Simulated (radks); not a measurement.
Values are calculated unless marked as measured or tabulated.
Spherical quantum dot in the effective-mass picture: electrons in a parabolic well V = omega^2 r^2 / 2 with omega = 0.389, with a point charge +1 (a donor) at the centre, all in effective atomic units (hartree* = m*/eps^2 hartree, bohr* = eps/m* bohr), one dielectric constant everywhere. Level of theory: non-relativistic Kohn-Sham, PBEsol, spin-polarised, spherical densities (a radial shooting solver with Libxc functionals). Levels are named by radial order and angular momentum (1s, 1p, 1d, 2s, ...), and open shells are averaged over m.

N = 12, configuration 1s2 1p6 1d(up 2, down 0) 2s2. This is the lowest configuration that the search found. Occupied and some empty levels:

| level | occupation | eigenvalue (hartree*) | <r> (bohr*) |
|---|---|---|---|
| 1s up | 1 | 3.5536 | 2.191 |
| 1s down | 1 | 3.5640 | 2.125 |
| 1p up | 3 | 3.7957 | 3.296 |
| 1p down | 3 | 3.8185 | 3.269 |
| 2s up | 1 | 3.9416 | 3.000 |
| 2s down | 1 | 3.9589 | 3.039 |
| 1d up | 2 | 4.0061 | 3.739 |
| 1d down | 0 | 4.0321 | 3.731 |
| 1f up | 0 | 4.2411 | 4.079 |
| 1f down | 0 | 4.2681 | 4.082 |
| 2p up | 0 | 4.3249 | 3.549 |
| 2p down | 0 | 4.3410 | 3.559 |
| 1g up | 0 | 4.4986 | 4.374 |
| 1g down | 0 | 4.5251 | 4.385 |

Energy (hartree*): total 26.3293, kinetic 4.0800, external 4.9881, Hartree 20.532, exchange-correlation -3.2707.
